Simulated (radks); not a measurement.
Results of a calculation; reference values are marked as such.
Isoelectronic series with 55 electrons, all held in the configuration [Xe] 6s1, which need not be the ground one along the series. Code: a radial shooting solver on a logarithmic mesh with Libxc functionals. Model: scalar-relativistic Kohn-Sham, r2SCAN, spin-polarised, spherical densities, finite nucleus; open shells are filled with parallel spins first (spin-orbit coupling, left out, can overturn this in heavy ions); meta-GGA in the generalised Kohn-Sham scheme; Fermi nuclear charge, rms radius of each element as measured or else 0.836 A^(1/3) + 0.57 fm. Total energies (hartree) and orbital eigenvalues (eV):

| ion | E (hartree) | 6s up | 5p down | 5p up |
|---|---|---|---|---|
| Cs | -7787.6531 | -2.3221 | -13.9750 | -14.0170 |
| Ce3+ | -8859.3711 | -23.3544 | -52.0957 | -52.2314 |
| Pm6+ | -10011.0030 | -54.8443 | -103.9768 | -104.1671 |
| Gd9+ | -11243.8840 | -95.2204 | -167.8255 | -168.0541 |
| Ho12+ | -12559.7447 | -143.9841 | -243.0435 | -243.3017 |
| Yb15+ | -13960.4278 | -200.9319 | -329.3571 | -329.6394 |
| Ta18+ | -15448.1437 | -265.9983 | -426.6371 | -426.9398 |
| Os21+ | -17025.2510 | -339.1963 | -534.8346 | -535.1546 |
